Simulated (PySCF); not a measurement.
Dipole response of Br (bromine, neutral)

[Ar] 3d10 4s2 4p5, 2P determinant. Computed with PySCF 2.14 in x2c-QZVPPall with one added diffuse shell each of s, p, d, f type (12s9p6d5f1g, 113 functions), with the spin-free X2C one-electron Hamiltonian (Gaussian nucleus). Coupled (time-dependent) response in atomic units; α is the mean over directions.

```csv
method,mean α (bohr³),"α xx, yy, zz",C₆ (like pair),S(−4)
CAM-B3LYP,21.40,"19.43, 22.38, 22.38",172.1,109.1
```

S(−4) is the Cauchy moment in α(ω) = α(0) + S(−4) ω² + …

Reference α: 21 ± 1 bohr³ (recommended; Schwerdtfeger and Nagle, table of static dipole polarizabilities (2023 update)). Published C₆: 162.0 (Chu and Dalgarno (2004); Tang, Norbeck and Certain (1976)).

Spin-orbit coupling is absent.

α(iu) at CAM-B3LYP:

```json
{"u (hartree)": "0", "α(iu) (bohr³)": "21.40"}
{"u (hartree)": "0.0500", "α(iu) (bohr³)": "21.13"}
{"u (hartree)": "0.100", "α(iu) (bohr³)": "20.37"}
{"u (hartree)": "0.200", "α(iu) (bohr³)": "17.95"}
{"u (hartree)": "0.300", "α(iu) (bohr³)": "15.18"}
{"u (hartree)": "0.500", "α(iu) (bohr³)": "10.54"}
{"u (hartree)": "0.750", "α(iu) (bohr³)": "6.902"}
{"u (hartree)": "1.00", "α(iu) (bohr³)": "4.789"}
{"u (hartree)": "1.50", "α(iu) (bohr³)": "2.671"}
{"u (hartree)": "2.00", "α(iu) (bohr³)": "1.718"}
{"u (hartree)": "3.00", "α(iu) (bohr³)": "0.9181"}
{"u (hartree)": "5.00", "α(iu) (bohr³)": "0.4264"}
```

A single London oscillator, α(iu) = α/(1 + u²/ω²), gives C₆ = (3/4) ω α². Matching the computed C₆ needs ω = 4 × 172.1 / (3 × 21.40²) = 0.501 hartree.

The components differ because the open shell of this determinant is not spherical; for a pure term their mean is the scalar polarisability.
